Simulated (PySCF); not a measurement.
C4H7O2, SMILES O(C([CH2])=O)CC, doublet (B3LYP/def2-SVP optimised geometry):

```
13

C      2.283     0.959    -0.654
C      0.838     1.065    -0.739
O      0.246     1.907    -1.390
O      0.217     0.113     0.000
C     -1.219     0.113     0.000
C     -1.786    -0.653    -1.185
H      2.755     0.178    -0.057
H      2.885     1.682    -1.207
H     -1.579     1.153     0.000
H     -1.499    -0.364     0.951
H     -1.531    -0.152    -2.131
H     -1.396    -1.682    -1.212
H     -2.885    -0.702    -1.110
```

Level of theory: PySCF with unrestricted B3LYP/def2-TZVP.

Q: What are the frontier orbital energies (α orbitals alone; a β orbital can be the lowest empty one) and the dipole moment?

A: HOMO-2 -8.57 eV, HOMO-1 -7.87 eV, HOMO -7.20 eV, LUMO 0.77 eV, LUMO+1 1.24 eV; dipole moment 1.87 D.

On the same geometry unrestricted PBE/def2-TZVP run with PySCF gives HOMO-2 -7.26 eV, HOMO-1 -6.40 eV, HOMO -6.10 eV, LUMO -0.04 eV, LUMO+1 0.75 eV; dipole moment 1.83 D.

Meta-Löwdin charges at B3LYP/def2-TZVP: C1 -0.22, C2 0.49, O3 -0.47, O4 -0.36, C5 0.02, C6 -0.33, H7 0.14, H8 0.14, H9 0.12, H10 0.12, H11 0.12, H12 0.11, H13 0.12.
